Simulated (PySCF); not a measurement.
Species: C₆H₁₀P₂S.
SMILES with atom numbers: `[CH3:1][P:2]([CH2:3][PH2:4])[c:5]1[cH:6][cH:7][s:8][cH:9]1` (hydrogens: H10, H11, H12 on C1; H13, H14 on C3; H15, H16 on P4; H17 on C6; H18 on C7; H19 on C9)

Structure used (PBE0-D3(BJ)/def2-SVP), in Å, numbered top down from 1:
```
atom  x, y, z in Å
C1    -0.7245   -2.1326    1.0347
P2    -0.9129   -0.2947    1.1635
C3    -1.8675    0.0343   -0.3966
P4    -2.0640    1.8266   -0.8624
C5     0.7504    0.2451    0.6254
C6     1.4814   -0.1859   -0.5294
C7     2.6875    0.4455   -0.6616
S8     2.9577    1.5709    0.6101
C9     1.4463    1.1991    1.3305
H10   -0.0327   -2.4772    1.8175
H11   -0.3464   -2.4646    0.0551
H12   -1.7030   -2.6039    1.2146
H13   -1.4309   -0.4878   -1.2657
H14   -2.8827   -0.3754   -0.2612
H15   -2.3160    2.3227    0.4559
H16   -0.6794    2.1775   -0.8102
H17    1.1240   -0.9350   -1.2382
H18    3.4372    0.3084   -1.4402
H19    1.1285    1.7034    2.2428
```

All values: PBE0/pcSseg-1 (PySCF, non-relativistic), on one gas-phase PBE0-D3(BJ)/def2-SVP geometry that isn't relaxed in the solvent. The solvent is an IEF-PCM continuum (Bondi radii, 1.10 Å for H, scaled by 1.2). Only the electrostatic response of the medium enters.

| run | E − E(gas) (kcal/mol) | HOMO (eV) | HOMO–LUMO gap (eV) | dipole (D) |
| --- | --- | --- | --- | --- |
| gas | 0.00 | -6.79 | 6.11 | 1.71 |
| P | -2.45 | -6.78 | 6.16 | 1.97 |
| Q | -4.84 | -6.80 | 6.21 | 2.27 |

Question: The runs were made in benzene and dichloromethane. Which run belongs to which solvent?

Answer: P = benzene, Q = dichloromethane. The dielectric constants are 2.271 (benzene), 8.93 (dichloromethane), and the energy falls further as ε rises. In this model the ground state sees the solvent through ε alone.

Question: How constant is the ratio of the lowering to (ε − 1)/(2ε + 1)?

Answer: 
| solvent | (ε − 1)/(2ε + 1) | E − E(gas) (kcal/mol) | ratio (kcal/mol) | polarisation term (kcal/mol) |
| --- | --- | --- | --- | --- |
| benzene | 0.229 | -2.45 | -10.7 | -2.58 |
| dichloromethane | 0.420 | -4.84 | -11.5 | -5.41 |

The ratio changes by +7.8 % in size from benzene to dichloromethane. The polarisation term is half the interaction of the solute with the induced surface charges.
